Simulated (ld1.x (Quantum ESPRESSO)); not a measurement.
**Reading a pseudo-wave (Zr (Z = 40))**

Columns: radius, all-electron u(r) and pseudo u(r) of the 4p shell (level -33.13 eV) of zirconium in the configuration [Ar] 3d10 4s2 4p6 4d2 5s1.5 5p0.5; LDA (PZ), scalar-relativistic, PAW scheme, ld1.x (Quantum ESPRESSO) 7.5.

```json
{"r (bohr)": "0.185", "all-electron": "-0.0786", "pseudo": "0.0225"}
{"r (bohr)": "0.370", "all-electron": "-0.4816", "pseudo": "0.0864"}
{"r (bohr)": "0.555", "all-electron": "-0.0303", "pseudo": "0.1815"}
{"r (bohr)": "0.740", "all-electron": "0.5013", "pseudo": "0.2928"}
{"r (bohr)": "0.925", "all-electron": "0.8312", "pseudo": "0.4035"}
{"r (bohr)": "1.110", "all-electron": "0.9567", "pseudo": "0.4971"}
{"r (bohr)": "1.295", "all-electron": "0.9446", "pseudo": "0.5612"}
{"r (bohr)": "1.480", "all-electron": "0.8580", "pseudo": "0.5887"}
{"r (bohr)": "1.665", "all-electron": "0.7408", "pseudo": "0.5788"}
{"r (bohr)": "1.850", "all-electron": "0.6186", "pseudo": "0.5367"}
{"r (bohr)": "2.035", "all-electron": "0.5049", "pseudo": "0.4719"}
{"r (bohr)": "2.220", "all-electron": "0.4055", "pseudo": "0.3962"}
{"r (bohr)": "2.405", "all-electron": "0.3218", "pseudo": "0.3205"}
{"r (bohr)": "2.590", "all-electron": "0.2531", "pseudo": "0.2531"}
{"r (bohr)": "2.775", "all-electron": "0.1977", "pseudo": "0.1977"}
{"r (bohr)": "2.960", "all-electron": "0.1536", "pseudo": "0.1536"}
{"r (bohr)": "3.145", "all-electron": "0.1188", "pseudo": "0.1188"}
{"r (bohr)": "3.330", "all-electron": "0.0916", "pseudo": "0.0916"}
{"r (bohr)": "3.515", "all-electron": "0.0704", "pseudo": "0.0704"}
{"r (bohr)": "3.700", "all-electron": "0.0540", "pseudo": "0.0540"}
{"r (bohr)": "3.885", "all-electron": "0.0413", "pseudo": "0.0413"}
{"r (bohr)": "4.070", "all-electron": "0.0315", "pseudo": "0.0315"}
{"r (bohr)": "4.255", "all-electron": "0.0240", "pseudo": "0.0240"}
{"r (bohr)": "4.440", "all-electron": "0.0183", "pseudo": "0.0183"}
{"r (bohr)": "4.625", "all-electron": "0.0139", "pseudo": "0.0139"}
{"r (bohr)": "4.810", "all-electron": "0.0106", "pseudo": "0.0106"}
```

Task: How many radial nodes do the two functions have?

Result: The all-electron 4p function has n − l − 1 = 2 (the table is too coarse to show those close to the nucleus); the pseudo-wave has 0, since the states of the same l below it are removed with the core.

Task: At about which radius was the pseudo-wave matched?

Result: 2.75 bohr, where the columns begin to agree (steps of 0.18 bohr).

Task: Is the pseudo-wave norm-conserving?

Result: No, it belongs to a PAW set: the norm inside the radius is not constrained, and the difference is carried by the augmentation charge.
